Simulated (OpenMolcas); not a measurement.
**Sc2+ in a point-charge field**

Sc2+ among 6 point charges of -0.8 e arranged as an octahedron (Oh), 2.01 Å from the ion.
```
   2.0100    0.0000    0.0000  -0.80
   0.0000    2.0100    0.0000  -0.80
  -2.0100    0.0000    0.0000  -0.80
   0.0000   -2.0100    0.0000  -0.80
   0.0000    0.0000    2.0100  -0.80
   0.0000    0.0000   -2.0100  -0.80
```

```
Program             : OpenMolcas
Method              : SS-CASPT2, IPEA 0.25 Eh, imaginary shift 0.1 Eh (closed shells correlated: 3s 3p)
Basis               : ANO-RCC-VDZP [5s4p2d1f]
Scalar Hamiltonian  : DKH2, point nucleus
Active space        : 1 electron in 5 orbitals (3d)
State averaging     : 2S+1 = 2 even, 5 roots
Spin-orbit coupling : state interaction with AMFI integrals over the reference wave functions
```

The lowest spin-free states (labels of O, the rotations of Oh), above the lowest:

```
State  Degeneracy  E (cm-1)  Free-ion L (%)
  2T2           3         0         D (100)
   2E           2      7640         D (100)
```

The lowest levels with spin-orbit coupling:

```json
{"E (cm-1)": "0", "Degeneracy": "4", "Label": "Γ8", "2S+1": "2", "g": ""}
{"E (cm-1)": "110", "Degeneracy": "2", "Label": "Γ7", "2S+1": "2", "g": "2.00 2.00 2.00"}
{"E (cm-1)": "7670", "Degeneracy": "4", "Label": "Γ8", "2S+1": "2", "g": ""}
```

Powder χT (cm3 K/mol): 0.00997 at 2 K, 0.0487 at 10 K, 0.235 at 50 K, 0.384 at 100 K, 0.505 at 200 K, 0.557 at 300 K. The effective moment at 300 K is 2.828 √(χT) = 2.11 μB.

The lowest level has 2S+1 = 2, for which the spin-only value is χT = S(S+1) / 2 = 0.375 cm3 K/mol (g = 2). The computed 0.557 at 300 K differs by +0.182, through orbital momentum, spin-orbit coupling and any other state in reach. With a threefold ground state the orbital momentum is unquenched, so the spin-only value is not expected to hold.

The gap between the two states is 10Dq = 7636 cm-1.

Roots that are degenerate in the reference are averaged as groups; the widest CASPT2 spread within a group is 15 cm-1 (the 2-fold group of multiplicity 2 near 7640 cm-1 above the lowest state of its run). Shifts and gaps below about the spread of the groups concerned are not significant. An orbital triplet at a regular site is open to Jahn-Teller coupling, which can distort the site and quench the lowest spin-orbit gaps and is left out. Free-ion shares, where given, are those of the reference states; single-state CASPT2 does not remix them. This is an electrostatic model: the charges have no orbitals. No measured value stands beside these numbers.
